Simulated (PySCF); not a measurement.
Ligand exchange on a metal centre used in film growth or etching (Ti F-NH2). All species are isolated molecules in the gas phase. One relaxed conformer stands for each flexible species; it need not be the lowest.

The HOMO from two functionals at the same geometries (r2SCAN-D4/def2-SVP), both in PySCF: PBE-D3(BJ)/def2-TZVP and TPSSh-D3(BJ)/def2-TZVP. 

```
species                                   PBE-D3(BJ)/def2-TZVP (eV)
----------------------------------------  -------------------------
0 of 4 F replaced by NH2 ([Ti(F)4])                          -10.44
1 of 4 F replaced by NH2 ([Ti(F)3(NH2)])                      -7.04
3 of 4 F replaced by NH2 ([Ti(F)(NH2)3])                      -5.82
4 of 4 F replaced by NH2                                      -5.42
```

**Question.** What does TPSSh-D3(BJ)/def2-TZVP give for each?

**Answer.** 
- 0 of 4 F replaced by NH2 ([Ti(F)4]): -11.39
- 1 of 4 F replaced by NH2 ([Ti(F)3(NH2)]): -7.70
- 3 of 4 F replaced by NH2 ([Ti(F)(NH2)3]): -6.42
- 4 of 4 F replaced by NH2: -6.01
Over these rows, drawn at random from the members with no instability flagged (it was tested for open shells, ions and some series alone), PBE minus TPSSh-D3(BJ): mean +0.70 eV, from +0.59 eV to +0.95 eV.
